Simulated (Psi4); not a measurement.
A dimer, H6Si2 ··· CH4O (SMILES [SiH3][SiH3] and CO); the first 8 atoms form monomer A.

```
14

Si    -1.1657     0.1209    -0.0207
Si     1.1657    -0.1210     0.0207
H     -1.7610    -0.8010    -1.0185
H     -1.5322     1.5119    -0.3828
H     -1.7389    -0.1886     1.3118
H      1.5324    -1.5112     0.3853
H      1.7611     0.8029     1.0166
H      1.7386     0.1861    -1.3125
C     -0.1078     2.1888    -3.1185
O     -0.4501     0.8260    -2.9087
H     -0.1300     2.4624    -4.1792
H      0.9098     2.3175    -2.7525
H     -0.7626     2.8699    -2.5636
H     -1.3473     0.6810    -3.2243
```

### Question
What interaction energy does Psi4 with SAPT0/jun-cc-pVDZ, frozen core give, and which attractive term is the largest?

### Answer
Total -1.75 kcal/mol: electrostatics -5.28, exchange 7.77, induction -1.28, dispersion -2.95. The most attractive term is electrostatics.
